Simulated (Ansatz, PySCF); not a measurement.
System: C2Cl5 (charge 0, doublet). It need not be the lowest isomer of its formula. 
Geometry from a B3LYP-D3(BJ)/def2-TZVP (Ansatz, a first-principles code) optimisation:
SMILES: Cl[C](Cl)C(Cl)(Cl)Cl
```xyz
7

C      0.9051     0.0651    -0.1872
C     -0.5849     0.0456    -0.0727
Cl    -1.2485     1.6971    -0.1753
Cl    -1.3056    -0.9425    -1.3699
Cl    -1.0691    -0.6709     1.5335
Cl     1.7837     1.2594     0.6495
Cl     1.7265    -1.3822    -0.5460
```
Charge 0, spin multiplicity 2.

Dipole moments at this geometry, in debye (magnitudes).

| level | program | dipole (D) |
|---|---|---|
| SVWN5/def2-TZVPD | Ansatz | 0.90 |
| BLYP/def2-TZVPD | Ansatz | 0.85 |
| revPBE/def2-TZVPD | Ansatz | 0.84 |
| B97M-V/def2-TZVPD | Ansatz | 0.81 |
| B3LYP/def2-TZVPD | Ansatz | 0.76 |
| BHLYP/def2-TZVPD | Ansatz | 0.65 |
| M06-2X/def2-TZVPD | PySCF | [?] |
| HSE06/def2-TZVPD | Ansatz | 0.74 |
| CAM-B3LYP/def2-TZVPD | Ansatz | [?] |

Complete the blanks.


- M06-2X/def2-TZVPD, dipole (D): 0.72
- CAM-B3LYP/def2-TZVPD, dipole (D): 0.70
